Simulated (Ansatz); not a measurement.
Cu₂Te⁻, relaxed as a doublet with UKS PBE0-D4/def2-TZVPD in Ansatz, starting from the GFN2-xTB geometry. Force threshold 0.02 eV/Å.

In the def2 sets Te takes a core potential; there is no spin–orbit coupling. The highest occupied level of the charge -1 doublet lies above zero (up to 0.03 eV). By energy differences its removal costs 1.41 eV (vertical, to the charge 0 singlet, at PBE0-D4/def2-TZVPD); a positive level beside a positive removal energy at the same level points to self-interaction error. The relaxation made no stability test and no search for a lower SCF solution. The structure comes from a short search, and lower isomers may exist.

Start:

Cartesian coordinates in Å:
```
Cu 1.026 -0.027 0.808
Cu 0.373 0.293 -1.216
Te -1.399 -0.266 0.408
```

(1) Estimate the energy that the relaxation releases and the steps that it takes.

(2) Does the start keep its bonding and symmetry?

(3) Predict the relaxed structure.

Results:

(1) 20.1 kJ/mol, in 4 steps; 40 s on 2 threads of Arm Neoverse V1 on a shared host. No frequencies were taken in this run, so the end may be a saddle point.

(2) By distances, no bond broke or formed. The bond that changes most is Cu2–Te3, from 2.47 to 2.49 Å (atoms count from 1). Point group C2v at the start, C2v at the end, both within 0.05 Å.

(3) 
```csv
atom,x (Å),y (Å),z (Å)
Cu1,1.051,-0.051,0.941
Cu2,0.317,0.310,-1.340
Te3,-1.367,-0.260,0.399
```
Bond lengths (bridged metal pairs left out): 2 × Cu–Te 2.49 Å.
